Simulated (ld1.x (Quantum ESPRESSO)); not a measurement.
**Pseudopotential generation for B: TM, PBEsol, scalar-relativistic.**

ld1.x (Quantum ESPRESSO) 7.5 input, shortened:

```
&input
   title='B', zed=5., rel=1, dft='PBESOL', iswitch=3,
   config='[He] 2s1 2p2 3d-2'
 /
 &inputp
   pseudotype=2, tm=.true., lloc=2,
   nlcc=.true.
 /
3
2S  1  0   1.00   0.00  1.65  1.65  0.0
2P  2  1   2.00   0.00  3.05  3.05  0.0
3D  3  2  -2.00   0.05  2.55  2.55  0.0
 &test
   configts(1)='2s1 2p2'
 /
```

All-electron outer shells of the reference configuration (PBEsol, scalar-relativistic, ld1.x):

```
shell  level (eV)  outermost node (bohr)  outermost maximum (bohr)
   1s     -180.69                      –                      0.21
   2s       -9.85                   0.46                      1.52
   2p       -4.02                      –                      1.57
```

What the tests gave:

```json
{"Cutoffs needed": "15 Ry and 35 Ry (the cutoffs (Ry, on a coarse ladder) from which the occupation-weighted sum of valence levels, in a spherical-Bessel basis at the reference potential, stays within 10 and 1 mRy of its value at 400 Ry)", "Ghost test": "no extra level below or beside the all-electron valence levels (s, p, d, f tested) (spherical-Bessel basis up to 400 Ry, 20 bohr box)", "Largest excitation error": "+488 meV (all-electron minus pseudo) for 2s1 2p0, out of 7 test configurations"}
```

Generation and tests took about 0.88 s on one core of a shared server CPU.
